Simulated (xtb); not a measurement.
C₂H₆In, doublet, from a rough starting geometry (GFN-xTB shapes and energies of metal compounds can be far from the true ones) (the spin is typed, not shown lowest); GFN2-xTB in xtb.

xtb was given this input:
```
$ xtb mol.xyz --gfn 2 --uhf 1 --opt vtight --json

# file mol.xyz
9

In     0.79940272    -0.00269944     0.94213014
C      1.58177347     0.26948967    -1.35598909
H      2.23674574    -0.50197025    -1.62773082
H      2.03795185     1.22598356    -1.51475601
H      0.66932760     0.20383842    -1.93152285
C     -1.58973001    -0.32162956     1.33483025
H     -1.90527976    -1.22885790     0.75968406
H     -2.06321253     0.59393036     0.95529862
H     -1.80067752    -0.38034749     2.36945609
```

It wrote (shortened):

```
   ID    Z sym.   atoms
    1   49 In     1
    2    6 C      2, 6
    3    1 H      3-5, 7-9

           -------------------------------------------------
          |                Calculation Setup                |
           -------------------------------------------------

           -------------------------------------------------
          |                 G F N 2 - x T B                 |
           -------------------------------------------------

          ...................................................
          :                      SETUP                      :
          :.................................................:
          :  # basis functions                  24          :
          :  # atomic orbitals                  23          :
          :  # shells                           13          :
          :  # electrons                        17          :
          :  max. iterations                   250          :
          :  Hamiltonian                  GFN2-xTB          :
          :  restarted?                      false          :
          :  GBSA solvation                  false          :
          :  PC potential                    false          :
          :  electronic temp.          300.0000000     K    :
          :  accuracy                    1.0000000          :
          :  -> integral cutoff          0.2500000E+02      :
          :  -> integral neglect         0.1000000E-07      :
          :  -> SCF convergence          0.1000000E-05 Eh   :
          :  -> wf. convergence          0.1000000E-03 e    :
          :  Broyden damping             0.4000000          :
          :  net charge                          0          :
          :  unpaired electrons                  1          :
          ...................................................

 iter      E             dE          RMSdq      gap      omega  full diag
   1     -8.5584949 -0.855849E+01  0.184E+01    3.14       0.0  T
   2     -8.5897406 -0.312457E-01  0.546E+00    4.09       1.0  T
   3     -8.5827006  0.704001E-02  0.463E+00    3.75       1.0  T
   4     -8.5749898  0.771076E-02  0.276E+00    3.75       1.0  T
   5     -8.5921253 -0.171354E-01  0.382E-01    3.81       1.0  T
   6     -8.5921011  0.241324E-04  0.188E-01    3.83       1.0  T
   7     -8.5921409 -0.397699E-04  0.440E-02    3.85       1.0  T
   8     -8.5921451 -0.416838E-05  0.126E-02    3.84       2.6  T
   9     -8.5921458 -0.698760E-06  0.527E-03    3.84       6.3  T
[...]
         :: total energy              -8.478746688929 Eh    ::
 * total energy  :    -8.4787467 Eh     change       -0.1153921E-10 Eh
 * total energy  :    -8.4817497 Eh     change       -0.3002963E-02 Eh
 * total energy  :    -8.4819749 Eh     change       -0.2252634E-03 Eh
 * total energy  :    -8.4819919 Eh     change       -0.1697053E-04 Eh
 * total energy  :    -8.4819936 Eh     change       -0.1749751E-05 Eh
 * total energy  :    -8.4819940 Eh     change       -0.3508404E-06 Eh
 * total energy  :    -8.4819940 Eh     change       -0.2733604E-07 Eh
   *** GEOMETRY OPTIMIZATION CONVERGED AFTER 7 ITERATIONS ***
         :: total energy              -8.481994014107 Eh    ::
[...]
     3   1 H        0.925     0.033     2.543     2.494
     4   1 H        0.925     0.033     2.546     2.495
     5   1 H        0.925     0.028     2.619     2.531
     6   6 C        3.549    -0.205    25.754     7.421
     7   1 H        0.925     0.028     2.619     2.531
     8   1 H        0.925     0.028     2.619     2.531
     9   1 H        0.925     0.037     2.483     2.464

 Mol. C6AA /au·bohr⁶  :       1503.032435
 Mol. C8AA /au·bohr⁸  :     103629.010767
 Mol. α(0) /au        :         74.242825

Wiberg/Mayer (AO) data.
largest (>0.10) Wiberg bond orders for each atom

 ---------------------------------------------------------------------------
     #   Z sym  total        # sym  WBO       # sym  WBO       # sym  WBO
 ---------------------------------------------------------------------------
     1  49 In   1.677 --     2 C    0.707     6 C    0.707
     2   6 C    3.805 --     5 H    0.952     3 H    0.952     4 H    0.952
                             1 In   0.707     6 C    0.233
     3   1 H    0.999 --     2 C    0.952
     4   1 H    0.999 --     2 C    0.952
     5   1 H    0.999 --     2 C    0.952
     6   6 C    3.805 --     9 H    0.953     7 H    0.951     8 H    0.951
                             1 In   0.707     2 C    0.233
     7   1 H    0.999 --     6 C    0.951
     8   1 H    0.999 --     6 C    0.951
     9   1 H    0.998 --     6 C    0.953
 ---------------------------------------------------------------------------

Topologies differ in total number of bonds
Writing topology from bond orders to xtbtopo.mol

molecular dipole:
                 x           y           z       tot (Debye)
 q only:        0.301       0.003       0.355
   full:        0.215       0.002       0.252       0.841
molecular quadrupole (traceless):
                xx          xy          yy          xz          yz          zz
 q only:       -0.841      -0.420       0.716       2.699       0.336       0.125
  q+dip:        0.048      -0.046      -0.556       1.198       0.031       0.508
   full:       -1.713      -0.737       2.383       3.135       0.598      -0.669

optimized geometry written to: xtbopt.xyz

           -------------------------------------------------
          | TOTAL ENERGY               -8.481994014107 Eh   |
          | GRADIENT NORM               0.000196527370 Eh/α |
          | HOMO-LUMO GAP               3.861373224595 eV   |
           -------------------------------------------------

normal termination of xtb
```
